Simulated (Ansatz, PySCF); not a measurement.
C3H3, SMILES [CH]1[CH][CH]1 (connectivity only; charge and spin as stated), neutral, multiplicity 2. Atoms are numbered in the order given.

```xyz
6

C     -0.8732     0.1256     0.0000
C      0.4186    -0.0215    -0.6539
C      0.4186    -0.0215     0.6539
H     -1.7310    -0.5453     0.0000
H      0.9806    -0.0766    -1.5696
H      0.9806    -0.0766     1.5696
```
Charge 0, spin multiplicity 2.

Coordinates come from a B3LYP-D3(BJ)/def2-TZVP optimisation.

Two levels are set side by side: PBE-D3(BJ)/def2-TZVP (Ansatz, a quantum-chemistry and plane-wave program) and B3LYP-D3(BJ)/def2-TZVP (Ansatz). Each level has its own optimised geometry; the coordinates shown are those of the second. Frequencies come from the Hessian of PySCF at each geometry. Differences are taken from unrounded values.

```
quantity                            B3LYP-D3(BJ)  PBE-D3(BJ)  PBE-D3(BJ) minus B3LYP-D3(BJ)
----------------------------------  ------------  ----------  -----------------------------
mean bond length (Å)                       1.243       1.252                          0.009
bond C1–C2 (Å)                             1.455       1.462                          0.007
bond C1–C3 (Å)                             1.455       1.462                          0.007
bond C2–C3 (Å)                             1.308       1.318                          0.011
bond C1–H4 (Å)                             1.089       1.098                          0.009
bond C2–H5 (Å)                             1.076       1.085                          0.009
bond C3–H6 (Å)                             1.076       1.085                          0.009
highest harmonic wavenumber (cm⁻¹)          3288        3212                            -76
mean harmonic wavenumber (cm⁻¹)             1550        1505                            -45
zero-point energy (kcal/mol)               26.58       25.82                          -0.77
```

Exact exchange shortens and stiffens bonds; PBE has none. Differences between two approximate levels are no errors against the true value.
